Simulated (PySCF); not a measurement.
Spectrum to structure. Computed with TDDFT CAM-B3LYP/def2-SVPD, vertical, gas phase, core orbitals frozen in the response (PySCF). Geometries: GFN2-xTB, one conformer each.

```tsv
state	ν̃ (cm⁻¹)	f	main configurations (H = HOMO, L = LUMO)
S1	23700	0.0006	H→L (84%), H-1→L+1 (12%)
S2	27690	0.0005	H-1→L (51%), H→L+1 (45%)
S3	41550	0.0014	H→L+1 (47%), H-1→L (42%)
S4	45460	0.0015	H-1→L+1 (76%), H→L (10%)
S5	49430	0.047	H→L+2 (91%)
S6	51780	0.0035	H→L+3 (88%)
S7	54080	0.0002	H-2→L (84%)
S8	54920	0.028	H-1→L+2 (72%)
```

Triplets computed (Tamm–Dancoff): 2.41, 2.76, 5.05 eV.

Orbital energies (eV): HOMO-3 -11.84, HOMO-2 -11.57, HOMO-1 -9.58, HOMO -8.67, LUMO -1.63, LUMO+1 -0.40, LUMO+2 0.53.

Question: Which structure fits? All have the formula C5H5NO2Si.
A. `N#C[C@H]1CC(=O)[SiH2]C1=O`
B. `C#C[Si@H](O)c1oncc1`
C. `c1cnc2c(c1)O[SiH2]O2`

Answer: A. Its S1, at 2.94 eV, is the lowest among the candidates; the nearest of the others has S1 at 5.11 eV. S1 is HOMO→LUMO (84%), HOMO-1→LUMO+1 (12%). Löwdin shares by element: HOMO oxygen 50%, silicon 14%, carbon 12% or more (atoms not listed hold the other 24%); LUMO carbon 33% or more, oxygen 16% or more, silicon 13% (atoms not listed hold the other 38%). At the same level the other candidates give, for their lowest levels:
- `c1cnc2c(c1)O[SiH2]O2`: 5.11 eV (f 0.129); 5.60 eV (f 0.004); 5.70 eV (f 0.000); 5.94 eV (f 0.055); 5.97 eV (f 0.003); T1 3.92 eV; HOMO -7.84, LUMO 0.41 eV
- `C#C[Si@H](O)c1ccno1`: 5.91 eV (f 0.000); 6.17 eV (f 0.130); 6.29 eV (f 0.052); 6.32 eV (f 0.055); 6.39 eV (f 0.035); T1 4.10 eV; HOMO -9.13, LUMO 0.10 eV
